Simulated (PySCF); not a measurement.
# Relaxation of singlet SiS(OH)₂

Method: PBE0/[Si def2-TZVP, S def2-TZVP, O def2-TZVP, H def2-TZVP], no relativity, density fitting, PySCF. A (50,194) grid was used.

A hand-made trigonal planar (heavy-atom frame) start, of Cs symmetry, held to at least that symmetry:

```xyz
6
charge 0 multiplicity 1, angstrom
Si    0.1699    0.3100    0.0000
S    -0.8351   -1.4307    0.0000
O     1.9599    0.3100    0.0000
O    -0.7251    1.8602    0.0000
H     2.5770   -0.4254    0.0000
H    -0.3968    2.7623    0.0000
```

Optimiser trace:
```
step  E − E(last) (kJ/mol)  largest gradient (Eh/bohr)
   0                136.74                     0.07088
   1                 32.17                     0.02347
   2                 10.00                     0.02363
   3                  4.16                     0.01071
   4                  1.74                     0.00935
   5                  0.33                     0.00695
   6                  0.11                     0.00155
   7                  0.03                     0.00123
   8                  0.01                     0.00048
   9                  0.00                     0.00023
```

It ends at Cs with O–H 0.961 Å (×2), Si–O 1.614 Å, Si–O 1.626 Å, Si–S 1.930 Å; H–O–Si 114.9°, H–O–Si 116.6°, O–Si–O 104.8°, O–Si–S 127.4°, O–Si–S 127.8° (after a last refinement on a finer grid). A frequency run shows a minimum.

Final geometry:
```xyz
6
charge 0 multiplicity 1, angstrom
Si    0.1228    0.2672    0.0000
S    -0.7518   -1.4538    0.0000
O     1.7197    0.5729    0.0000
O    -0.5768    1.7222    0.0000
H     2.2817   -0.2072    0.0000
H     0.0117    2.4825    0.0000
```
